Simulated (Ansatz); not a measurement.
Geometry optimisation, UKS B3LYP/6-31G in Ansatz 0.2.0.

input.yaml

```yaml
crystal:
  periodic: [false, false, false]
  atoms:
    - { symbol: C, position_ang: [-0.7428, 0.4905, 1.0534] }
    - { symbol: C, position_ang: [0.3824, -0.2138, 0.4171] }
    - { symbol: S, position_ang: [1.7993, 0.8925, 0.2974] }
    - { symbol: B, position_ang: [0.0891, -0.7416, -1.0415] }
    - { symbol: O, position_ang: [-0.344, 0.1703, -2.1235] }
    - { symbol: H, position_ang: [-0.5208, 0.8914, 2.0624] }
    - { symbol: H, position_ang: [-1.037, 1.427, 0.4367] }
    - { symbol: H, position_ang: [-1.6363, -0.1169, 1.116] }
    - { symbol: H, position_ang: [0.6488, -1.06, 1.1061] }
    - { symbol: H, position_ang: [2.7087, -0.1519, -0.0252] }
    - { symbol: H, position_ang: [0.0412, -1.9119, -1.2384] }
    - { symbol: H, position_ang: [-1.3117, 0.2692, -2.0266] }
magnetization:
  spin_polarized: true
basis:
  gaussian: { orbitals: "6-31G" }
hamiltonian:
  xc: b3lyp
relax:
  f_tol: 0.02
  max_steps: 40
output:
  orbitals: {}
```

Command:

```bash
$ ansatz run input.yaml --threads 1 --pin off --max-ram 2048MiB --backend cpu --events-out ev --progress --plain --runs-dir out
```

Problem. Where does it end, and by what steps?

Solution. The forces met the threshold. Limits of this set-up: no polarisation functions. After 15 steps the energy has fallen by 1.307 eV; H11 moved furthest, 0.85 Å.

| step | energy less start (eV) | largest force component (eV/Å) | accepted |
| --- | --- | --- | --- |
| 0 | 0.0000 | 3.179 | yes |
| 1 | -0.2881 | 1.981 | yes |
| 2 | -0.4917 | 1.484 | yes |
| 3 | -0.6519 | 0.913 | yes |
| 4 | -0.8164 | 0.498 | yes |
| 5 | -0.9165 | 1.475 | yes |
| 6 | -0.9803 | 2.722 | yes |
| 7 | -1.2662 | 0.464 | yes |
| 8 | -1.2786 | 0.284 | yes |
| 9 | -1.2985 | 0.272 | yes |
| 10 | -1.3040 | 0.124 | yes |
| 11 | -1.3053 | 0.054 | yes |
| 12 | -1.3060 | 0.044 | yes |
| 13 | -1.3064 | 0.074 | yes |
| 14 | -1.3070 | 0.030 | yes |
| 15 | -1.3071 | 0.014 | yes |

```xyz
12
Properties=species:S:1:pos:R:3
C -0.814 0.613 0.987
C 0.279 -0.298 0.421
S 1.931 0.746 0.362
B 0.116 -0.790 -1.073
O -0.799 -0.261 -1.951
H -0.567 0.968 1.992
H -0.974 1.500 0.359
H -1.762 0.063 1.050
H 0.483 -1.122 1.110
H 2.765 -0.272 -0.056
H 0.803 -1.658 -1.518
H -1.386 0.458 -1.651
```

Whether the end is a true minimum wasn't checked by a vibrational analysis.

Time of the run: 62 s on 1 thread of Intel(R) Xeon(R) 6975P-C (Granite Rapids), with other jobs on the host, peak memory 0.22 GiB.
